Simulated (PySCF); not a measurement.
Structure problem from calculated spectra and properties.

Elements present: B, C, H and O. Monoisotopic mass: 102.0852 u.

- Polarisability: 72.6 au [B3LYP/def2-SVPD]
- Valence photoelectron: vertical ionisation energy: 9.78 eV [ΔSCF B3LYP/def2-SVPD]
- 13C NMR: chemical shifts (computed TMS as zero) by class: 69.1 (2 C), 28.1 (2 C) ppm [GIAO PBE0/pcSseg-1]
- XPS: B1s 195.4, C1s 291.3 (×2), C1s 292.4 (×2), O1s 537.6, O1s 539.4 eV [ΔSCF SCAN, pcX-2 on the ionised atom, pcseg-1 elsewhere, spin-free X2C]
- Rotational structure: rotational constants A, B, C: 5.029, 1.809, 1.619 GHz [PBE0-D3(BJ)/def2-SVP]
- Triplet: lowest triplet excitation (Tamm–Dancoff): 6.45 eV [TDA B3LYP/def2-SVPD]

The electronic properties come from PySCF, for the isolated species, density fitting. Levels stand in brackets. Isolated species at its PBE0-D3(BJ)/def2-SVP geometry (one conformer only). NMR classes are plain means over equivalent atoms (diastereotopic ones count apart unless rotation or inversion swaps them), as if these changed places fast.

**Question.** Which formula fits the mass and the elements?

**Answer.** C4H11BO2 (calculated 102.0852). No other formula that holds each of these elements comes within 0.0003 u with a fitting electron parity and a possible valence count.

**Question.** What is the compound? Reason from the data.

**Answer.** Numbering: `[OH:1][BH2-:2][O+:3]1[CH2:4][CH2:5][CH2:6][CH2:7]1`. 4 carbons fall into 2 classes; from least to most shielded: ring sp3 carbon bound to oxygen [C4/C7] (69.1 ppm, 2 C), ring CH2 carbon [C5/C6] (28.1 ppm, 2 C). The core levels belong to: B1s 195.4 eV, four-coordinate boron [B2]; C1s 291.3 eV, ring CH2 carbon [C5/C6]; C1s 292.4 eV, sp3 carbon bound to oxygen [C4/C7]; O1s 537.6 eV, boron-bound oxygen [O1]; O1s 539.4 eV, oxygen bonded to B and 2 C [O3]. One atom of each topological class was ionised and stands for its class. The first electron is taken from the HOMO, whose largest Löwdin shares are 0.30 on the four-coordinate boron, 0.25 on the boron-bound oxygen, 0.19 on a B–H hydrogen and 0.16 on a B–H hydrogen. The optimised geometry has point group C1 and is an asymmetric top. Structure: `O[BH2-][O+]1CCCC1`. Computed isomers that give other values at the same levels: `CCOBOCC` (13C chemical shifts (computed TMS as zero) by class: 62.5 (2 C), 19.8 (2 C) ppm); `CC(C)(C)B(O)O` (13C chemical shifts (computed TMS as zero) by class: 27.9 (3 C), 17.6 (1 C) ppm); `CCCOB(C)O` (13C chemical shifts (computed TMS as zero) by class: 68.9 (1 C), 27.6 (1 C), 10.9 (1 C), -4.0 (1 C) ppm). The assignments are read from this structure; whether some other isomer fits the data as well wasn't checked.
